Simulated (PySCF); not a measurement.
Working out the ionisation energy of P⁺

P⁺ [Ne] 3s2 3p2 (3P) → P²⁺ [Ne] 3s2 3p1 (2P). Computed with PySCF 2.14 in aug-cc-pVDZ-DK (5s4p2d, 27 functions), with scalar relativity by spin-free X2C-1e. Frozen: [Ne]. Energies in hartree (1 hartree = 27.21139 eV):

| part | P⁺ (lower) | P²⁺ (upper) |
| --- | --- | --- |
| UHF | -341.159399 | -340.455290 |
| CCSD correlation | -0.070962 | -0.058130 |
| (T) | -0.001045 | -0.000615 |

Q: What does Hartree-Fock give?

A: (-340.455290) − (-341.159399) = 0.704109 hartree = 19.160 eV.

Q: What do CCSD and CCSD(T) give?

A: The CCSD correlation energies differ by 0.012832 hartree = 0.349 eV and the triples by 0.000430 hartree = 0.012 eV, so CCSD gives 19.509 eV and CCSD(T) 19.521 eV.

Reference: 19.769 eV (semi-empirical (NIST evaluation); NIST Atomic Spectra Database, ionization energies), between the lowest levels; spin-orbit coupling is absent from the calculation.

A double-zeta basis recovers only part of the correlation energy.

What remains against the reference includes basis incompleteness, the frozen core and higher excitations.
